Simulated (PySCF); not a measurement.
Species: AsH2(SiH3).
Bonds: As1–Si4. Hydrogens: H2, H3 on As1; H5, H6, H7 on Si4.

Computed with PySCF, PBE0-D3(BJ)/def2-SVP geometry optimisation, gas phase.

**Question.** List the bond lengths and angles at this level.

**Answer.** 
| bond | length (pm) |
| --- | --- |
| As1–H2, As1–H3 | 152.6 |
| As1–Si4 | 237.2 |
| Si4–H5, Si4–H6, Si4–H7 | 149.4 |

Bonds in one row agree within 1 pm and their mean is given. A selection of angles:
| angle | degrees |
| --- | --- |
| H2–As1–H3 | 92.3 |
| H2–As1–Si4 | 92.0 |
| As1–Si4–H5 | 113.0 |
| As1–Si4–H6 | 108.4 |
| H5–Si4–H6 | 109.1 |

Si4 (silicon bonded to As and 3 H) is distorted tetrahedral (angles from 108.2° to 113.0°). As1 (arsenic bonded to Si and 2 H) is pyramidal (angles 92.3°, 92.1° and 92.0°, sum 276.3°, 0.95 Å off the plane of its three neighbours).

Point group: Cs (tolerance 0.08 Å). No frequency check.
